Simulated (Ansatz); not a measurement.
The cluster Mg3Si was relaxed with r2SCAN-D4 (def2-TZVP) in Ansatz in these states: neutral quintet, neutral triplet. The geometries follow in no particular order.

A:

```xyz
4

Mg    1.319   -0.691    1.868
Mg   -1.613    0.524   -1.682
Mg    1.264    0.708   -0.801
Si   -0.970   -0.542    0.616
```

B:

Cartesian coordinates in Å:
```
Mg -0.325 -1.474 1.228
Mg 0.301 1.862 0.663
Mg 1.191 -0.502 -1.250
Si -1.167 0.115 -0.641
```

Question: Judge from the bond lengths which geometry belongs to which state (an estimate).

Answer: A is the neutral quintet (Mg3–Si4 2.927 Å, Mg1–Mg3 3.014 Å, Mg1–Si4 2.614 Å); B is the neutral triplet (Mg3–Si4 2.513 Å, Mg1–Mg3 3.063 Å, Mg1–Si4 2.593 Å).

At PBE0-D4/def2-TZVP a triplet lies 0.69 eV below the neutral quintet. These are the stationary points nearest to one start from a short search; other shapes may lie lower in each state.
